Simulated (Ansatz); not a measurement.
`[SeH][SiH2]Br` + `O[SiH3]` → `[SiH3]O[SiH2]Br` + H₂Se at 500 K and 1 bar (ligand exchange at the Si–Se bond).

Program: Ansatz. Geometries: PBE0-D4/def2-TZVP. ΔE: electronic, gas phase. CCSD(T)/CBS adds triple-zeta CCSD(T) − MP2 to the extrapolated MP2 energy (def2 sets, frozen cores). For Br, Se outer-core shells are correlated without core-valence functions, which leaves a few kJ/mol of doubt a bond. Scalar relativity is left out up to krypton. Each species was taken in one conformer, which may not be the lowest.

| species | CCSD(T)/CBS energy (Eh) | H − E (kJ/mol) | S (J/(mol·K)) |
| --- | --- | --- | --- |
| `[SeH][SiH2]Br` | -5264.97418 | 104.1 | 375.4 |
| `O[SiH3]` | -366.69042 | 127.5 | 292.9 |
| `[SiH3]O[SiH2]Br` | -3229.78766 | 172.4 | 436.9 |
| H₂Se | -2401.89790 | 53.1 | 237.8 |

H − E and S are ideal-gas, rigid-rotor, harmonic terms from PBE0-D4/def2-TZVP, for one conformer and one mirror image of each species. 1 Eh = 2625.50 kJ/mol, R = 8.31446 J/(mol·K).

Task: By hand: ΔE, ΔH, ΔS and ΔG.

Result: ΔE = (-3229.78766) + (-2401.89790) − (-5264.97418) − (-366.69042) = -0.02096 Eh = -55.0 kJ/mol. Δ(H − E) = 172.4 + 53.1 − 104.1 − 127.5 = -6.1, so ΔH = -61.1 kJ/mol. ΔS = 436.9 + 237.8 − 375.4 − 292.9 = 6.4 J/(mol·K). ΔG = -61.1 − 500 × (6.4)/1000 = -64.3 kJ/mol.

Task: By hand: the equilibrium constant, and the temperature at which ΔG would vanish if ΔH and ΔS stayed fixed.

Result: log₁₀ K = −ΔG/(RT ln 10) = 6.7. ΔH and −TΔS have one sign here, so there is no such temperature.

The number of gas molecules stays the same, so ΔS is small and ΔH decides. A doubt of 5 kJ/mol in ΔE shifts log₁₀ K by 0.5 here. Other conformers and mirror images would add mixing entropy, several J/(mol·K) or more a flexible species. Modes under 60 cm⁻¹, often nearly free rotors, make the harmonic entropy too high. These are equilibria of isolated gas molecules and say nothing of rates. Largest T1 diagnostic: 0.011 (customary marks: 0.02 for closed shells, 0.045 for open ones).

ΔS is within the doubt of such terms, so its sign, and with it that verdict, could turn.
